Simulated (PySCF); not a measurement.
HCl$_{3}$OZr, singlet, geometry from GFN2-xTB (such geometries of metal compounds can be far from the true shape) (core potentials on Zr). Base run: DF-PBE/def2-SV(P) (PySCF).

Here is a job for PySCF.
```python
from pyscf import gto, scf, dft

mol = gto.Mole()
mol.atom = '''
    Zr   -0.293985    0.170529    0.005257
    Cl    1.512913    1.302489   -0.752786
    Cl    0.453025   -0.609381    1.993864
    Cl   -0.236011   -1.696572   -1.272012
    O    -1.868833    1.084038    0.033418
    H    -2.698716    1.565421    0.048257
'''
mol.basis = 'def2-sv(p)'
mol.ecp = {'Zr': 'def2-sv(p)'}
mol.charge = 0
mol.spin = 0
mol.verbose = 3
mol.build()

mf = dft.RKS(mol)
mf.xc = 'pbe'
mf = mf.density_fit(auxbasis='def2-universal-jkfit')
mf.kernel()
```

Variants of this job, named by their change:

```json
[
 {"change": "base", "E (Eh)": "-1502.62559", "HOMO (eV)": "-7.64", "HOMO-LUMO gap (eV)": "5.32", "dipole (D)": "3.94", "core-seconds (rough)": "10"},
 {"change": "functional = wb97x", "E (Eh)": "-1503.22419", "HOMO (eV)": "-11.37", "HOMO-LUMO gap (eV)": "11.87", "dipole (D)": "4.32", "core-seconds (rough)": "9"},
 {"change": "functional = pbe0; dispersion = d4", "E (Eh)": "-1502.71566", "HOMO (eV)": "-9.06", "HOMO-LUMO gap (eV)": "7.46", "dipole (D)": "4.13", "core-seconds (rough)": "8"},
 {"change": "functional = scan", "E (Eh)": "[?]", "HOMO (eV)": "[?]", "HOMO-LUMO gap (eV)": "[?]", "dipole (D)": "[?]", "core-seconds (rough)": "20"},
 {"change": "functional = pbe0", "E (Eh)": "-1502.70858", "HOMO (eV)": "-9.06", "HOMO-LUMO gap (eV)": "7.46", "dipole (D)": "4.13", "core-seconds (rough)": "8"},
 {"change": "functional = m06", "E (Eh)": "-1503.14408", "HOMO (eV)": "-8.95", "HOMO-LUMO gap (eV)": "7.34", "dipole (D)": "3.94", "core-seconds (rough)": "10"},
 {"change": "functional = pbe0; dispersion = d3zero", "E (Eh)": "-1502.71145", "HOMO (eV)": "-9.06", "HOMO-LUMO gap (eV)": "7.46", "dipole (D)": "4.13", "core-seconds (rough)": "8"},
 {"change": "functional = b3lyp; dispersion = d3bjm", "E (Eh)": "-1503.33339", "HOMO (eV)": "-8.68", "HOMO-LUMO gap (eV)": "6.98", "dipole (D)": "4.01", "core-seconds (rough)": "8"},
 {"change": "functional = blyp", "E (Eh)": "-1503.19946", "HOMO (eV)": "-7.38", "HOMO-LUMO gap (eV)": "5.28", "dipole (D)": "3.85", "core-seconds (rough)": "10"},
 {"change": "functional = pw6b95", "E (Eh)": "[?]", "HOMO (eV)": "[?]", "HOMO-LUMO gap (eV)": "[?]", "dipole (D)": "[?]", "core-seconds (rough)": "10"},
 {"change": "functional = blyp; dispersion = d3zero", "E (Eh)": "-1503.20550", "HOMO (eV)": "-7.38", "HOMO-LUMO gap (eV)": "5.28", "dipole (D)": "3.85", "core-seconds (rough)": "10"},
 {"change": "functional = m062x", "E (Eh)": "[?]", "HOMO (eV)": "[?]", "HOMO-LUMO gap (eV)": "[?]", "dipole (D)": "[?]", "core-seconds (rough)": "10"},
 {"change": "functional = bp86", "E (Eh)": "[?]", "HOMO (eV)": "[?]", "HOMO-LUMO gap (eV)": "[?]", "dipole (D)": "[?]", "core-seconds (rough)": "10"}
]
```

Task: Fill in the missing entries.

Result: 
- functional = scan, E (Eh): -1503.35544
- functional = scan, HOMO (eV): -8.09
- functional = scan, HOMO-LUMO gap (eV): 5.81
- functional = scan, dipole (D): 4.16
- functional = pw6b95, E (Eh): -1504.39954
- functional = pw6b95, HOMO (eV): -9.09
- functional = pw6b95, HOMO-LUMO gap (eV): 7.57
- functional = pw6b95, dipole (D): 4.08
- functional = m062x, E (Eh): -1503.08588
- functional = m062x, HOMO (eV): -10.37
- functional = m062x, HOMO-LUMO gap (eV): 9.62
- functional = m062x, dipole (D): 4.18
- functional = bp86, E (Eh): -1503.45755
- functional = bp86, HOMO (eV): -7.73
- functional = bp86, HOMO-LUMO gap (eV): 5.31
- functional = bp86, dipole (D): 3.96

Totals shift with the method and basis; they matter in differences.
